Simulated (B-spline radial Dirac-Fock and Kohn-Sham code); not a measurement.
**Tc²⁺ 3s: cross section and angular parameters**

System: Tc²⁺, configuration [Kr] 4d5; threshold 554.4 eV (orbital energy of the model). Model: Dirac-Hartree-Slater photoionisation with a Latter tail; cross sections with all multipoles, angular parameters from the dipole term and its interference with E2. Program: a B-spline atomic structure program.

Input file task.json (cfg lists n, l and occupation; rrms is the nuclear radius in fm):

```json
{"items": [{
  "Z": 43,
  "q": 2,
  "cfg": [[1, 0, 2], [2, 0, 2], [2, 1, 6], [3, 0, 2], [3, 1, 6], [3, 2, 10], [4, 0, 2], [4, 1, 6], [4, 2, 5]],
  "A": 97,
  "rrms": 4.4112,
  "do": "xps",
  "hv": [51.4, 60, 62.1, 73.9, 80, 81.8, 125.0, 173.0, 174.0, 177.0, 180.0, 218.0, 296.0, 300, 327.0, 346.0, 400, 1060.0, 1210.0, 1390.0, 1486.9, 1830.0, 3220.0, 4960.0, 5414.7, 5710.0, 12000, 13300.0, 15000]
}]}
```

Command: `python xray2_run.py task.json out`

For linearly polarised light dσ/dΩ = σ/(4π) [1 + β P₂(cos θ) + (δ + γ cos²θ) sin θ cos φ], with θ from the polarisation vector and φ the angle between the beam and the projection of the electron momentum on the plane normal to the polarisation.

```
hν (eV)  σ (kb)      β       γ
   1060    56.7  1.994   0.270
   1210    46.5  1.994   0.190
   1390    37.3  1.995   0.113
 1486.9    33.5  1.995   0.079
   1830    23.7  1.995  -0.010
   3220    8.54  1.996  -0.084
   4960    3.68  1.996   0.073
 5414.7       ?      ?       ?
   5710    2.76  1.996   0.168
  12000   0.553  1.995   1.015
  13300   0.437  1.995   1.175
  15000   0.331  1.995   1.375
```

Question: Give the values at Cr Kα (5414.7 eV).

Answer: σ = 3.08 kb, β = 1.996, γ = 0.130. For an s subshell δ is negligible.

Values without a named source are computed, but for edge energies of neutral atoms, which are taken from tables.
